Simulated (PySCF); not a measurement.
**Deuteron quadrupole couplings in `C[SiH2]/C=C\[SiH3]`**

Species: C₃H₁₀Si₂.
Cartesian coordinates in Å at the PBE0-D3(BJ)/def2-SVP level; atoms count from 1:
```xyz
15
C3H10Si2 angstrom
C      2.769   -0.177   -0.086
Si     0.960   -0.116   -0.589
C     -0.079    0.207    0.953
C     -1.420    0.259    1.053
Si    -2.647    0.048   -0.348
H      3.417   -0.368   -0.955
H      2.942   -0.977    0.650
H      3.080    0.777    0.367
H      0.744    0.969   -1.598
H      0.561   -1.411   -1.226
H      0.498    0.368    1.878
H     -1.853    0.456    2.045
H     -3.588   -1.075   -0.049
H     -1.932   -0.236   -1.628
H     -3.461    1.292   -0.511
```

Level: PBE0/pcSseg-1 (PySCF, non-relativistic); Q(2H) = 0.00286 b; rigid geometry, the same for H and D, with no vibrational averaging.

Q: Give the electric field gradient Vzz (the principal value of largest size), its asymmetry and the 2H coupling at each hydrogen.

A: 
| atom | bonded to | bond length (Å) | Vzz (au) | η | χzz (kHz) |
| --- | --- | --- | --- | --- | --- |
| H6 | C1 | 1.100 | 0.2992 | 0.01 | 201 |
| H7 | C1 | 1.101 | 0.2976 | 0.01 | 200 |
| H8 | C1 | 1.101 | 0.2976 | 0.01 | 200 |
| H9 | Si2 | 1.498 | 0.1389 | 0.02 | 93 |
| H10 | Si2 | 1.497 | 0.1392 | 0.02 | 94 |
| H11 | C3 | 1.102 | 0.2930 | 0.04 | 197 |
| H12 | C4 | 1.101 | 0.2944 | 0.04 | 198 |
| H13 | Si5 | 1.496 | 0.1395 | 0.02 | 94 |
| H14 | Si5 | 1.493 | 0.1395 | 0.05 | 94 |
| H15 | Si5 | 1.496 | 0.1394 | 0.02 | 94 |

Q: Average by the element that carries the hydrogen.

A: on C: 199 kHz over 5 positions, mean bond length 1.101 Å; on Si: 94 kHz over 5 positions, mean bond length 1.496 Å.

Q: A static deuteron (I = 1) shows a doublet split by (3/2)χ, (3/4)χ(1 + η) and (3/4)χ(1 − η) with the field along z, y and x of the gradient. What are these for H15?

A: With |χ| = 93.7 kHz and η = 0.018: 141, 72 and 69 kHz, to first order and without motion.

The structure is a single PBE0-D3(BJ)/def2-SVP conformer in the gas phase; no vibrational or solvent corrections. The basis is small and wasn't made for field gradients, so the couplings can be 20 % off.

The run behind these numbers computed NMR shieldings as well. The run took 14 s wall on one thread, Arm Neoverse V1, no GPU, on a shared host.
